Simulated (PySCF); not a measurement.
Field gradients at the hydrogen positions

Compound: C3H9ClOSi2.
Atom-mapped SMILES: `[CH2:1]=[CH:2][Si@@H:3]([O:4][CH3:5])[SiH2:6][Cl:7]` (hydrogens: H8, H9 on C1; H10 on C2; H11 on Si3; H12, H13, H14 on C5; H15, H16 on Si6)

Geometry (GFN2-xTB, Å), atoms numbered from 1 in this order:
```
atom  x, y, z in Å
C1     1.465    0.007   -1.796
C2     1.506    0.526   -0.576
Si3    0.093    0.411    0.679
O4    -1.326    0.013   -0.013
C5    -2.054    0.711   -0.977
Si6    0.255   -1.368    2.127
Cl7    1.917   -1.096    3.259
H8     0.590   -0.508   -2.161
H9     2.293    0.067   -2.486
H10    2.420    1.018   -0.265
H11    0.015    1.762    1.274
H12   -1.416    1.028   -1.804
H13   -2.516    1.597   -0.535
H14   -2.835    0.051   -1.356
H15    0.422   -2.695    1.523
H16   -0.837   -1.512    3.095
```

Level: PBE0/pcSseg-1 (PySCF, non-relativistic); Q(2H) = 0.00286 b; rigid geometry, the same for H and D, with no vibrational averaging.

Task: Rank these positions by the coupling χzz of a deuteron there, largest first.
A. H9 (vinylic hydrogen)
B. H16 (Si–H hydrogen)
C. H11 (Si–H hydrogen)
D. H14 (methyl hydrogen)

Result: A (222 kHz), D (203 kHz), B (107 kHz), C (100 kHz).

Task: What are Vzz, η and χzz (234.96 MHz × Q × Vzz) at all hydrogens?

Result: 
```
atom  bonded to  bond length (Å)  Vzz (au)     η  χzz (kHz)
  H8         C1            1.079    0.3299  0.04        222
  H9         C1            1.080    0.3302  0.03        222
 H10         C2            1.084    0.3253  0.04        219
 H11        Si3            1.478    0.1495  0.04        100
 H12         C5            1.091    0.2969  0.09        199
 H13         C5            1.092    0.2980  0.08        200
 H14         C5            1.090    0.3016  0.07        203
 H15        Si6            1.468    0.1582  0.04        106
 H16        Si6            1.467    0.1585  0.03        107
```

Task: Average by the element that carries the hydrogen.

Result: on C: 211 kHz over 6 positions, mean bond length 1.086 Å; on Si: 104 kHz over 3 positions, mean bond length 1.471 Å.

Task: How does χzz go with the bond length over the 6 C–H bonds?

Result: A straight-line fit has a slope of -18.3 kHz for each 0.01 Å, with a correlation coefficient of -0.98, over lengths from 1.079 to 1.092 Å. The longer bonds have the smaller couplings here.

Task: Give the 2H NMR doublet splittings at H11 for a magnetic field along the z, y and x axes of the gradient: 3χ/2, 3χ(1 + η)/4, 3χ(1 − η)/4.

Result: With |χ| = 100.4 kHz and η = 0.041: 151, 78 and 72 kHz, to first order and without motion.

Isolated species at its GFN2-xTB geometry (one conformer only). GFN2-xTB bond lengths can be off by several hundredths of an ångström, more for odd bonds, and the gradients follow them. With so small a basis the couplings can be 20 % off.
